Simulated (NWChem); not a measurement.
System: GeNH$_{5}$; SMILES [NH2][GeH3]

NWChem printed, in part:

```
             Northwest Computational Chemistry Package (NWChem) 7.3.0
             --------------------------------------------------------

 CS  symmetry detected

                             Geometry "geometry" -> ""
                             -------------------------

 Output coordinates in angstroms (scale by  1.889725989 to convert to a.u.)

  No.       Tag          Charge          X              Y              Z
 ---- ---------------- ---------- -------------- -------------- --------------
    1 Ge                  32.0000    -0.00655256    -0.36314373     0.00000000
    2 N                    7.0000    -0.07034537     1.49704624     0.00000000
    3 H                    1.0000    -0.75472516    -0.82944741    -1.27484500
    4 H                    1.0000    -0.75472516    -0.82944741     1.27484500
    5 H                    1.0000     1.42428949    -0.99653566     0.00000000
    6 H                    1.0000     0.39363011     1.89835310    -0.82453300
    7 H                    1.0000     0.39363011     1.89835310     0.82453300

 Effective nuclear repulsion energy (a.u.)     123.3477554795

      Symmetry information
      --------------------

 Group name             Cs
 Group number              2
 Group order               2
 No. of unique centers     5

                                 NWChem DFT Module
                                 -----------------

 Summary of "ao basis" -> "ao basis" (spherical)
 ------------------------------------------------------------------------------
       Tag                 Description            Shells   Functions and Types
 ---------------- ------------------------------  ------  ---------------------
 Ge                        def2-tzvp                16       48   6s5p4d1f
 N                         def2-tzvp                11       31   5s3p2d1f
 H                         def2-tzvp                 4        6   3s1p

      Symmetry analysis of basis
      --------------------------

        a'         70
        a"         39

            General Information
            -------------------
          SCF calculation type: DFT
          Wavefunction type:  closed shell.
          No. of atoms     :     7
          No. of electrons :    44
           Alpha electrons :    22
            Beta electrons :    22
          Charge           :     0
          Spin multiplicity:     1
          Use of symmetry is: on ; symmetry adaption is: on
          Maximum number of iterations: 150
          AO basis - number of functions:   109
                     number of shells:    47
          Convergence on energy requested:  1.00D-06
          Convergence on density requested:  1.00D-05
          Convergence on gradient requested:  5.00D-04

              XC Information
              --------------
                         B3LYP Method XC Potential
                     Hartree-Fock (Exact) Exchange  0.200
                        Slater Exchange Functional  0.800 local
                    Becke 1988 Exchange Functional  0.720 non-local
              Lee-Yang-Parr Correlation Functional  0.810
                  VWN I RPA Correlation Functional  0.190 local

             Grid Information
             ----------------
          Grid used for XC integration:  medium
          Radial quadrature: Mura-Knowles
          Angular quadrature: Lebedev.
          Tag              B.-S. Rad. Rad. Pts. Rad. Cut. Ang. Pts.
          ---              ---------- --------- --------- ---------
          Ge                  1.25      112           9.0       590
          N                   0.65       49          10.0       434
          H                   0.35       45          11.0       434
          Grid pruning is: on
          Number of quadrature shells:   296
          Spatial weights used:  Erf1

      Superposition of Atomic Density Guess
      -------------------------------------

 Sum of atomic energies:       -2132.11666017

      Non-variational initial energy
      ------------------------------

 Total energy =   -2132.835829
 1-e energy   =   -3216.516397
 2-e energy   =     960.332813
 HOMO         =      -0.338304
 LUMO         =       0.030885

      Symmetry analysis of molecular orbitals - initial
      -------------------------------------------------

  Numbering of irreducible representations:

     1 a'          2 a"

  Orbital symmetries:

     1 a'          2 a'          3 a"          4 a'          5 a'
     6 a'          7 a'          8 a'          9 a"         10 a'
    11 a'         12 a'         13 a"         14 a"         15 a'
    16 a'         17 a'         18 a"         19 a'         20 a'
    21 a"         22 a'         23 a'         24 a'         25 a"
    26 a'         27 a'         28 a"         29 a'         30 a"
    31 a"         32 a'

     ---------------------------------------------
      Total Density - Mulliken Population Analysis
     ---------------------------------------------

    Atom       Charge   Shell Charges
 -----------   ------   -------------------------------------------------------
    1 Ge  32    31.55   2.00  2.00  1.16  0.80  0.79  0.59  5.98  4.42  1.57  1.21  0.85  8.90  1.11  0.05  0.09  0.02
    2 N    7     7.97   0.82  1.16  0.58  0.85  0.19  1.59  1.90  0.87  0.00  0.01  0.00
    3 H    1     1.04   0.22  0.55  0.27  0.01
    4 H    1     1.04   0.22  0.55  0.27  0.01
    5 H    1     1.05   0.22  0.55  0.28  0.01
    6 H    1     0.68   0.22  0.34  0.08  0.03
    7 H    1     0.68   0.22  0.34  0.08  0.03

   convergence    iter        energy       DeltaE   RMS-Dens  Diis-err
 ---------------- ----- ----------------- --------- --------- ---------
 d= 0,ls=0.0,diis     1  -2134.7910907346 -2.26D+03  5.94D-03  6.69D-01
 d= 0,ls=0.0,diis     2  -2134.7862593486  4.83D-03  4.31D-03  4.41D-01
 d= 0,ls=0.0,diis     3  -2134.8195093239 -3.32D-02  1.49D-03  1.58D-01
 d= 0,ls=0.0,diis     4  -2134.8356155286 -1.61D-02  1.96D-04  2.17D-03
 d= 0,ls=0.0,diis     5  -2134.8357385725 -1.23D-04  4.08D-05  1.00D-04
  Resetting Diis
 d= 0,ls=0.0,diis     6  -2134.8357431079 -4.54D-06  1.53D-05  7.09D-06
 d= 0,ls=0.0,diis     7  -2134.8357436829 -5.75D-07  5.06D-06  2.61D-07

         Total DFT energy =    -2134.835743682918
      One electron energy =    -3217.873634510808
           Coulomb energy =     1047.554411609767
    Exchange-Corr. energy =      -87.864276261352
 Nuclear repulsion energy =      123.347755479475

 Numeric. integr. density =       44.000027744674

                  Occupations of the irreducible representations
                  ----------------------------------------------

                     irrep           alpha         beta
                     --------     --------     --------
                     a'               16.0         16.0
                     a"                6.0          6.0

                       DFT Final Molecular Orbital Analysis
                       ------------------------------------

 Vector   20  Occ=2.000000D+00  E=-3.433072D-01  Symmetry=a'
              MO Center=  8.6D-02, -3.4D-01,  5.6D-13, r^2= 2.9D+00
   Bfn.  Coefficient  Atom+Function         Bfn.  Coefficient  Atom+Function
  ----- ------------  ---------------      ----- ------------  ---------------
    16      0.303919  1 Ge px                93      0.189311  5 H  s
    19      0.180046  1 Ge px                55     -0.154517  2 N  py
    81     -0.152998  3 H  s                 87     -0.152998  4 H  s
    10     -0.147902  1 Ge px                58     -0.126254  2 N  py
    17      0.122665  1 Ge py                92      0.117077  5 H  s

 Vector   21  Occ=2.000000D+00  E=-3.394902D-01  Symmetry=a"
              MO Center= -4.9D-01, -6.1D-01, -5.6D-13, r^2= 2.5D+00
   Bfn.  Coefficient  Atom+Function         Bfn.  Coefficient  Atom+Function
  ----- ------------  ---------------      ----- ------------  ---------------
    18      0.328255  1 Ge pz                81     -0.232301  3 H  s
    87      0.232301  4 H  s                 21      0.184208  1 Ge pz
    12     -0.159558  1 Ge pz                82     -0.144076  3 H  s
    88      0.144076  4 H  s                 80     -0.141262  3 H  s
    86      0.141262  4 H  s                 56     -0.072404  2 N  pz

 Vector   22  Occ=2.000000D+00  E=-2.634937D-01  Symmetry=a'
              MO Center=  1.5D-02,  1.1D+00, -8.6D-17, r^2= 2.1D+00
   Bfn.  Coefficient  Atom+Function         Bfn.  Coefficient  Atom+Function
  ----- ------------  ---------------      ----- ------------  ---------------
    54      0.356203  2 N  px                57      0.295391  2 N  px
    60      0.287288  2 N  px                94     -0.165975  5 H  s
    52     -0.157764  2 N  s                 93     -0.150579  5 H  s
    61     -0.139403  2 N  py                55     -0.136322  2 N  py
    58     -0.109917  2 N  py                53     -0.099953  2 N  s

 Vector   23  Occ=0.000000D+00  E= 1.342279D-03  Symmetry=a'
              MO Center=  3.2D-01,  7.1D-01, -3.5D-17, r^2= 5.5D+00
   Bfn.  Coefficient  Atom+Function         Bfn.  Coefficient  Atom+Function
  ----- ------------  ---------------      ----- ------------  ---------------
    53      1.867244  2 N  s                 20     -1.071961  1 Ge py
   100     -0.698444  6 H  s                106     -0.698444  7 H  s
     6     -0.329441  1 Ge s                 60      0.313777  2 N  px
    82     -0.245268  3 H  s                 88     -0.245268  4 H  s
    61     -0.229237  2 N  py                17     -0.221701  1 Ge py

 Vector   24  Occ=0.000000D+00  E= 3.322108D-02  Symmetry=a'
              MO Center=  7.1D-02, -8.0D-01,  2.2D-16, r^2= 5.3D+00
   Bfn.  Coefficient  Atom+Function         Bfn.  Coefficient  Atom+Function
  ----- ------------  ---------------      ----- ------------  ---------------
     6      2.138459  1 Ge s                 94     -1.117868  5 H  s
    82     -1.016294  3 H  s                 88     -1.016294  4 H  s
     5      0.457164  1 Ge s                 20     -0.312513  1 Ge py
    61      0.272289  2 N  py                 4     -0.228708  1 Ge s
    53     -0.225824  2 N  s                  3     -0.181840  1 Ge s

 Vector   25  Occ=0.000000D+00  E= 5.644664D-02  Symmetry=a"
              MO Center=  1.5D-01, -4.4D-01, -1.2D-13, r^2= 4.5D+00
   Bfn.  Coefficient  Atom+Function         Bfn.  Coefficient  Atom+Function
  ----- ------------  ---------------      ----- ------------  ---------------
    21      1.651153  1 Ge pz                82      1.200456  3 H  s
    88     -1.200456  4 H  s                 62     -0.374465  2 N  pz
    18      0.239608  1 Ge pz               100     -0.194777  6 H  s
   106      0.194777  7 H  s                 12     -0.126342  1 Ge pz
    81      0.113707  3 H  s                 87     -0.113707  4 H  s

     ---------------------------------------------
      Total Density - Mulliken Population Analysis
     ---------------------------------------------

    Atom       Charge   Shell Charges
 -----------   ------   -------------------------------------------------------
    1 Ge  32    31.73   2.00  2.00  1.17  0.79  0.89  0.48  5.98  4.46  1.55  1.44  0.75  8.84  1.10  0.14  0.11  0.03
    2 N    7     7.61   0.82  1.15  0.56  0.81  0.22  1.54  1.59  0.89  0.00  0.02  0.00
    3 H    1     1.03   0.24  0.54  0.24  0.01
    4 H    1     1.03   0.24  0.54  0.24  0.01
    5 H    1     1.05   0.24  0.54  0.26  0.01
    6 H    1     0.78   0.27  0.41  0.07  0.04
    7 H    1     0.78   0.27  0.41  0.07  0.04

     -------------------------------------------
      Total Density - Lowdin Population Analysis
     -------------------------------------------

    Atom       Charge   Shell Charges
 -----------   ------   -------------------------------------------------------
    1 Ge  32    31.69   2.00  2.00  1.11  0.83  0.56  0.39  5.92  3.98  2.06  1.25  0.98  8.50  1.23  0.40  0.39  0.09
    2 N    7     7.40   0.89  1.07  0.47  0.50  0.26  1.38  1.68  1.07  0.00  0.07  0.00
    3 H    1     1.07   0.24  0.48  0.32  0.02
    4 H    1     1.07   0.24  0.48  0.32  0.02
    5 H    1     1.08   0.24  0.48  0.33  0.03
    6 H    1     0.85   0.25  0.36  0.13  0.11
    7 H    1     0.85   0.25  0.36  0.13  0.11

     Multipole analysis of the density
     ---------------------------------

     L   x y z        total         alpha         beta         nuclear
     -   - - -        -----         -----         ----         -------
     0   0 0 0      0.000000    -22.000000    -22.000000     44.000000

     1   1 0 0      0.477810      0.238905      0.238905     -0.000000
     1   0 1 0      0.115827      0.057914      0.057914      0.000000
     1   0 0 1      0.000000      0.000000      0.000000      0.000000

     2   2 0 0    -20.810206    -16.678969    -16.678969     12.547732
     2   1 1 0      2.357699     -0.010538     -0.010538      2.378775
     2   1 0 1      0.000000      0.000000      0.000000      0.000000
     2   0 2 0    -19.349715    -62.320413    -62.320413    105.291110
     2   0 1 1      0.000000      0.000000      0.000000      0.000000
     2   0 0 2    -18.689348    -17.576279    -17.576279     16.463210
```

Level: B3LYP/def2-TZVP. All runs use the structure optimised with PBE-D3(BJ)/def2-SVP.

Question: Reconstruct the input file.

Answer: This is not unique; one that fits is the input that was run:
```
start job
memory heap 200 mb stack 900 mb global 1100 mb
geometry units angstroms noautoz
  Ge    -0.015549     0.350322     0.000000
  N     -0.108101    -1.508659     0.000000
  H     -0.756421     0.828140    -1.274845
  H     -0.756421     0.828140     1.274845
  H      1.424917     0.961511     0.000000
  H      0.349613    -1.917093    -0.824533
  H      0.349613    -1.917093     0.824533
end
basis spherical
  Ge library def2-tzvp
  N library def2-tzvp
  H library def2-tzvp
end
dft
  xc b3lyp
  iterations 150
  mulliken
end
task dft energy
```
